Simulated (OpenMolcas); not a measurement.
W4+: ligand-field states by method

W4+ with 6 ligands (water, fluoride on the axis) in tetragonal octahedral coordination (D2h) at 2.02 Å, the axial distance 1.970 Å. Ligand basis ANO-RCC-VDZP.
```
W     0.0000    0.0000    0.0000
O     2.0200    0.0000    0.0000
H     2.5970    0.7797    0.0000
H     2.5970   -0.7797    0.0000
O     0.0000    2.0200    0.0000
H     0.0000    2.5970    0.7797
H     0.0000    2.5970   -0.7797
O    -2.0200    0.0000    0.0000
H    -2.5970    0.7797    0.0000
H    -2.5970   -0.7797    0.0000
O     0.0000   -2.0200    0.0000
H     0.0000   -2.5970    0.7797
H     0.0000   -2.5970   -0.7797
F     0.0000    0.0000    1.9695
F     0.0000    0.0000   -1.9695
```

```yaml
Program: OpenMolcas 26.06
Basis: ANO-RCC-VDZP [7s6p4d2f1g]
Scalar_Hamiltonian: DKH2, point nucleus
Active_space: 2 electrons in 5 orbitals (5d)
State_averaging: 2S+1 = 3 even, 10 roots; 2S+1 = 1 even, 15 roots
Spin-orbit_coupling: state interaction with AMFI integrals over the reference wave functions
```

I. CASSCF
II. SS-CASPT2, IPEA 0.25 Eh, imaginary shift 0.1 Eh (the lowest 17 gerade and 15 ungerade orbitals frozen, chosen by energy and not by shell, so the metal 5p can be frozen and 4f correlated)

Spin-free states in cm-1, each column counted from its own energy of the first state listed:

```
   State  Degeneracy      I     II
2S+1 = 3           1      0      0
2S+1 = 3           1   4111   4450
2S+1 = 1           1   7231   4360
2S+1 = 1           1   9357   7880
2S+1 = 3           1   9369  11260
2S+1 = 1           1  13601  12480
2S+1 = 1           1  17667  17560
2S+1 = 1           1  18950  19290
2S+1 = 1           1  30355  29680
2S+1 = 3           1  36747  36430
2S+1 = 3           1  38700  36610
2S+1 = 3           1  39218  37410
2S+1 = 3           1  40648  40670
2S+1 = 1           1  43395  39520
2S+1 = 1           1  46133  43910
2S+1 = 1           1  50134  48300
2S+1 = 1           1  50208  47150
2S+1 = 3           1  51176  50590
2S+1 = 3           1  55647  55360
2S+1 = 1           1  55862  54680
```

From I to II, I's first state of the same spin (2S+1 = 3) moves from 4111 to 4450 cm-1, by about +340 cm-1.

From I to II, I's first state of another spin (2S+1 = 1) moves from 7231 to 4360 cm-1, by about -2900 cm-1.

χT at 300 K: I 0.28, II 0.27 cm3 K/mol.

The states above are spin-free; spin-orbit coupling is strong here and shifts and splits them by thousands of cm-1.

Over all roots computed the reference weight is 0.70 to 0.71 in II; a low but even weight reflects the number of correlated electrons. The least metal-like active orbital is 72 % on the metal (Löwdin) and no ligand orbital is active, so the numbers are rough. Ligand-to-metal charge-transfer states are missing. With no ligand orbital active B as a rule stays too high, so bands that hang on it stand too high and its fall with covalency is understated. Without dynamic correlation the repulsion within the d shell is too large (B by tens of per cent), so at a given field states of lower spin stand too high (holds for I). With metal d orbitals alone the field can be off either way by tens of per cent (holds for I). With one d shell and no ligand orbital active, 10Dq can be off by a tenth or more (holds for II). No measured value stands beside these numbers; the geometry was imposed, not optimised, and the real ion may take another.
